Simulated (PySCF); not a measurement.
Cl₂Sn, triplet, geometry from GFN2-xTB (such geometries of metal compounds can be far from the true shape) (the spin is typed, not shown lowest) (core potentials on Sn).

Here is a job for PySCF.
```python
from pyscf import gto, scf

mol = gto.Mole()
mol.atom = '''
    Sn    0.009933   -0.009446    0.589528
    Cl    1.247416    1.574933   -0.863203
    Cl   -1.276630   -1.547150   -0.870703
'''
mol.basis = 'def2-sv(p)'
mol.ecp = {'Sn': 'def2-sv(p)'}
mol.charge = 0
mol.spin = 2
mol.verbose = 4
mol.build()

mf = scf.UHF(mol)
mf.kernel()
```

Task: What is the computed HOMO energy (HF/def2-SV(P) (PySCF))?

Result: -8.08 eV

Task: Predict the number of basis functions from HF/def2-SV(P).

Result: 62

Task: What <S^2> does HF/def2-SV(P) give?

Result: 2.025

These values belong to the state on which the SCF converged, which isn't shown to be the lowest.
